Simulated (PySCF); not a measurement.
C5H5N, SMILES C#CC(N)=C=C. Geometry optimised at PBE-D3(BJ)/def2-SVP. The structure was generated by enumeration, and PubChem lists no compound with its InChIKey, so it may never have been made. One conformer was computed; it need not be the lowest.

Computed equilibrium geometry at PBE-D3(BJ)/def2-SVP (PySCF confirms it by a frequency run) as bond lengths and angles (one conformer of several):
Atoms: C1 C2 C3 N4 C5 C6 H7 H8 H9 H10 H11. Bonds (Å): C1–C2 1.226, C1–H7 1.081, C2–C3 1.435, C3–N4 1.412, C3–C5 1.341, N4–H8 1.024, N4–H9 1.023, C5–C6 1.315, C6–H10 1.108, C6–H11 1.107. Bond angles (°): C2–C1–H7 179.1, C1–C2–C3 178.3, C2–C3–N4 116.4, C2–C3–C5 119.1, N4–C3–C5 124.5, C3–N4–H8 112.7, C3–N4–H9 113.0, H8–N4–H9 111.0, C3–C5–C6 176.9, C5–C6–H10 122.0, C5–C6–H11 122.0, H10–C6–H11 116.0.
